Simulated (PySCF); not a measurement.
# Electron correlation in Ar²⁺ (argon, charge +2)

[Ne] 3s2 3p4, high-spin 3P determinant. Computed with PySCF 2.14 in x2c-QZVPPall (9s6p4d2f1g, 70 functions), with the spin-free X2C one-electron Hamiltonian (Gaussian nucleus). Frozen: [Ne]; 6 electrons correlated.

MP2 pair energies summed by pair of shells (mhartree):

```tsv
pair	energy	share (%)
3p-3p	-67.09	46.6
3s-3p	-66.10	45.9
3s-3s	-10.73	7.5
```

Total MP2 correlation energy: -143.92 mhartree.

Same-spin part -31.62 and opposite-spin part -112.30 mhartree; SCS-MP2 scales them by 1/3 and 6/5 to -145.30 mhartree.
